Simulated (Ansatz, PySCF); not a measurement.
Reaction (SMILES): F[Si]F + 3 [H][H] (H2) -> 2 F (HF) + [SiH4] (SiH4)
Each molecule is optimised on its own at B3LYP-D3(BJ)/def2-TZVP (Ansatz, a program for electronic structure). Unstable Hartree-Fock reference: F[Si]F.

Wanted: energy of full hydrogenation (0 K, with B3LYP-D3(BJ) harmonic zero-point energies from PySCF), in eV. Correlated levels leave the core frozen unless marked. No spin-orbit coupling. No relativistic terms. FCI takes restricted orbitals. CBS marks a two-point X^-3 extrapolation of the correlation energy; Hartree-Fock from the larger set.

```
level                           program  energy of full hydrogenation (eV)
-----------------------  --------------  ---------------------------------
HF-D3(BJ)/def2-TZVPD      PySCF + dftd3                               0.84
RI-HF/aug-cc-pV(Q+d)Z            Ansatz                               1.03
r2SCAN/def2-TZVPD                Ansatz                               1.23
M06-2X/def2-TZVPD                 PySCF                               1.46
HSE06-D4/def2-TZVPD      Ansatz + dftd4                               0.97
wB97X/def2-TZVPD                 Ansatz                               1.05
B2GP-PLYP-D4/def2-TZVPD  Ansatz + dftd4                               1.29
```

Q: What does CCSD(T)/CBS(cc-pV(T+d)Z,cc-pV(Q+d)Z) (Ansatz) give?

A: 1.24 eV
